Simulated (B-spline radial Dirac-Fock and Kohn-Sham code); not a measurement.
The computed values come from a radial finite-basis atomic code: the Dirac equation of a negative muon with reduced mass in the field of a spherical finite nucleus, with the Uehling potential to all orders; nuclear polarisation, deformation, hyperfine structure, self-energy, higher-order vacuum polarisation, relativistic recoil and electron screening are left out. The nuclear charge is a Fermi distribution (skin thickness 2.3 fm).

Task: A muonic atom of atomic mass 49.94 u emits these computed lines: 2p3/2 → 1s1/2 933.6 keV, 3d5/2 → 2p3/2 190.0 keV, 4f7/2 → 3d5/2 66.29 keV, 5g9/2 → 4f7/2 30.63 keV. Which element is it, and what rms charge radius was used?

Result: Titanium (Z = 22, nuclide ⁵⁰Ti); the high transitions hardly feel the nucleus and fix Z. The 2p → 1s line lies 93.63 keV below the value for a point nucleus without QED, which for this nuclear model gives a radius near 3.57 fm (3.5704 fm was used).
